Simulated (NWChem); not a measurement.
Molecule: MgSiNH₅; SMILES [SiH3][Mg][NH2]

```xyz
8

Mg     0.0001    -0.7176     0.0009
N      0.0001    -2.6109    -0.0006
H      0.8149    -3.2186    -0.0002
H     -0.8147    -3.2188    -0.0004
Si     0.0002     1.8571     0.0000
H     -1.3348     2.4377    -0.3743
H      0.9871     2.4413    -0.9714
H      0.3428     2.4465     1.3393
```
Atoms are numbered in this order, from 1.

Computed with NWChem. The geometry was optimised at PBE0/def2-SVP. B3LYP is NWChem's, with the RPA form of VWN correlation. Ions are spin-unrestricted doublets at the neutral geometry; other ion states weren't tried.

Task: Estimate the computed values for B3LYP/def2-SVP. Quantities: −ε(HOMO) (eV).

Result: 
```yaml
"−ε(HOMO) (eV)": 5.94
```
